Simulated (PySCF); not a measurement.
CHBF2S.
Numbering: `[F:1][B:2]([F:3])[CH:4]=[S:5]` (hydrogens: H6 on C4)

Computed by this run: PBE0-D3(BJ)/def2-SVP geometry optimisation, gas phase (PySCF 2.14.0); density fitting, grid level 1; the optimiser is geomeTRIC in internal coordinates, started from a GFN2-xTB structure with every atom displaced at random (about 0.01 Å).

Step 0: E = -17981.0478 eV
```
atom  x, y, z in Å  |  force x, y, z in eV/Å
F1      1.3466    1.2324    0.0959   -0.168   0.912  -0.123
B2      0.7618    0.0709    0.1448    1.214   0.308   0.146
F3      1.5627   -0.9109    0.4537    0.278  -1.016   0.229
C4     -0.7104   -0.1839   -0.1353   -2.503   0.604  -0.575
S5     -1.8245    0.9633   -0.5338    0.930  -0.527   0.251
H6     -1.1129   -1.2013   -0.0701    0.248  -0.282   0.072
```

Step 1: E = -17981.1242 eV
```
atom  x, y, z in Å  |  force x, y, z in eV/Å
F1      1.2336    1.2853    0.0928    0.215  -0.148   0.094
B2      0.7810    0.0566    0.1542   -0.397  -0.189   0.003
F3      1.6200   -0.9256    0.4238   -0.018   0.151  -0.027
C4     -0.7615   -0.2212   -0.1099    0.682   0.138  -0.067
S5     -1.6887    1.0208   -0.5558   -0.435   0.058  -0.065
H6     -1.1610   -1.2454   -0.0498   -0.047  -0.010   0.061
```

Question: Estimate the geometry and energy of step 2. (The exact step hangs on the optimiser's Hessian estimate; all steps are aligned on step 1, rigid shifts and turns removed.)

Answer: E = -17981.1201 eV, largest force 0.417 eV/Å
```
atom  x, y, z in Å  |  force x, y, z in eV/Å
F1      1.3405    1.2483    0.1238   -0.095   0.241  -0.028
B2      0.7911    0.0597    0.1540    0.021   0.348  -0.060
F3      1.6002   -0.9435    0.4286   -0.279  -0.212  -0.025
C4     -0.7511   -0.1548   -0.1326   -0.079  -0.409  -0.021
S5     -1.8467    0.9533   -0.5732    0.350   0.146   0.069
H6     -1.1107   -1.1926   -0.0453    0.081  -0.114   0.065
```

The energy changes by +0.0041 eV. The first-order estimate −F·Δx gives -0.1055 eV and the mean of the old and new forces, exact on a quadratic surface, -0.0003 eV. The step makes an angle of 63° with the force vector and moves no atom by more than 0.173 Å. The energy falls at the start of this step and ends higher, so the step passed the lowest point of its straight line.

The cost below is that of the whole optimisation. Time: 17 s of wall time; peak memory 0.34 GiB. Hardware: an Intel Xeon Platinum 8259CL at 2.50 GHz with one thread, no GPU, on a shared host.
